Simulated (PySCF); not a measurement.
Molecule: Ta(Br)5, Br5Ta, SMILES [Br][Ta]([Br])([Br])([Br])[Br], singlet. Atoms near the plane z = 0.0 Å, at the PBE0/def2-SVP optimised geometry (x, y, z in Å): Ta1 (-1.2, 0.0, 0.0), Br2 (-1.2, -2.5, 0.0), Br3 (-1.2, 2.5, 0.0), Br4 (1.2, 0.0, 0.0).

Computed with PySCF 2.14.0 with PBE0/def2-TZVP, def2 effective core potentials past Kr. The core electrons that the potentials of Ta replace are not part of the density. Cells within 0.4 Å of a nucleus heavier than hydrogen are left out (blank, or x). The values are rescaled to run from 0 to 1.

```
|0000000011222110000000000000000|
|0000000234555431000000000000000|
|0000012467777764200000000000000|
|0000024788888886410000000000000|
|0000146899878998630000000000000|
|0000257996122798730000000000000|
|0000258992xxx299730000000000000|
|0000258981xxx288610000000000000|
|00001478833x2487300001000000000|
|0000025788535885100244320000000|
|0000002578888862014777642000000|
|0000001234444421268999863100000|
|0000000011343113688899975200000|
|0000000016998415873238986300000|
|00000000498x8825834x62886310000|
|0000000169xxx93681xxx1887410000|
|00000000498x8825834x62886310000|
|0000000016998415873238986300000|
|0000000011343113688899975200000|
|0000001234444421268999863100000|
|0000002578888862014777642000000|
|0000025788535885100244320000000|
|00001478833x2487300001000000000|
|0000258981xxx288610000000000000|
|0000268982xxx299730000000000000|
|0000257996122798730000000000000|
|0000146899878998630000000000000|
|0000025788888886410000000000000|
|0000012467777764200000000000000|
|0000000234555431000000000000000|
|0000000011222110000000000000000|
```
Scale: ten equal steps from 0.000 (start of '0') to 1.00 (end of '9'), in the order '0123456789'; x runs from -4.50 to 4.50, y from -4.50 (bottom) to 4.50 (top).

**Question.** Which quantity is mapped?
A) electrostatic potential
B) Laplacian of the electron density
C) electron localisation function
D) an orbital amplitude

**Answer.** C, electron localisation function
